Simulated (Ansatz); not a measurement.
`BC1=CB1` + H₂ → `B1C=C1` + BH₃ at 298.15 K and 1 bar (hydrogenolysis of a C–B bond).

Gas-phase electronic energies from Ansatz, PBE0-D4/def2-TZVP geometries. CCSD(T)/CBS is the MP2 limit (def2-TZVPP, def2-QZVPP) plus CCSD(T) − MP2 in def2-TZVPP, frozen cores. This one scheme is used for every species.

| species | CCSD(T)/CBS energy (Eh) | H − E (kJ/mol) | S (J/(mol·K)) |
| --- | --- | --- | --- |
| `BC1=CB1` | -128.02582 | 155.4 | 277.1 |
| H₂ | -1.17544 | 35.1 | 130.4 |
| `B1C=C1` | -102.63332 | 121.3 | 240.1 |
| BH₃ | -26.55200 | 78.7 | 188.3 |

H − E and S are ideal-gas, rigid-rotor, harmonic terms from PBE0-D4/def2-TZVP. The MP2-based limit puts H₂ 0.8 mEh under its directly extrapolated value; such offsets cancel only in part. 1 Eh = 2625.50 kJ/mol, R = 8.31446 J/(mol·K).

**Question.** By hand: ΔE, ΔH, ΔS and ΔG.

**Answer.** ΔE = (-102.63332) + (-26.55200) − (-128.02582) − (-1.17544) = 0.01594 Eh = 41.9 kJ/mol. Δ(H − E) = 121.3 + 78.7 − 155.4 − 35.1 = 9.5, so ΔH = 51.4 kJ/mol. ΔS = 240.1 + 188.3 − 277.1 − 130.4 = 20.9 J/(mol·K). ΔG = 51.4 − 298.15 × (20.9)/1000 = 45.2 kJ/mol.

**Question.** By hand: the equilibrium constant, and the temperature at which ΔG would vanish if ΔH and ΔS stayed fixed.

**Answer.** log₁₀ K = −ΔG/(RT ln 10) = -7.9. ΔG = 0 at ΔH/ΔS = 2459 K.

ΔH outweighs TΔS. A doubt of 5 kJ/mol in ΔE shifts log₁₀ K by 0.9 here. These are equilibria of isolated gas molecules and say nothing of rates. Largest T1 diagnostic: 0.013 (customary marks: 0.02 for closed shells, 0.045 for open ones).
